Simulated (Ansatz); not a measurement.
`OCO[SiH2]S` + `B[AsH2]` → `B[AsH]CO` + `O[SiH2]S`  (substitution at a C–O bond)

Isolated molecules relaxed with PBE0-D4/def2-TZVP in Ansatz; ΔE leaves out vibrations. CCSD(T)/CBS adds triple-zeta CCSD(T) − MP2 to the extrapolated MP2 energy (def2 sets, frozen cores). DFT in def2-TZVPP. For As outer-core shells are correlated without core-valence functions, which leaves a few kJ/mol of doubt a bond. Scalar relativity is left out up to krypton. Each species was taken in one conformer, which may not be the lowest.

(1) Is it downhill or uphill in electronic energy at CCSD(T)/CBS, and by how much? (Best estimate.)

(2) What do these levels give: PBE, r2SCAN, PBE0, CCSD(T)/def2-TZVPP, MP2/def2-QZVPP, SCS-MP2/def2-QZVPP? (Best estimate.)

Largest T1 diagnostic among the species: 0.014.

Results:

(1) Computed: Downhill: ΔE = -0.12 eV.

(2) Ansatz gave: PBE -0.11, r2SCAN -0.06, PBE0 -0.09, CCSD(T)/def2-TZVPP -0.09, MP2/def2-QZVPP -0.18, SCS-MP2/def2-QZVPP -0.14 eV.

In def2-TZVPP, CCSD(T) changes the Hartree–Fock value by −0.12 eV (the triples alone add −0.01 eV) and MP2 by −0.19 eV.
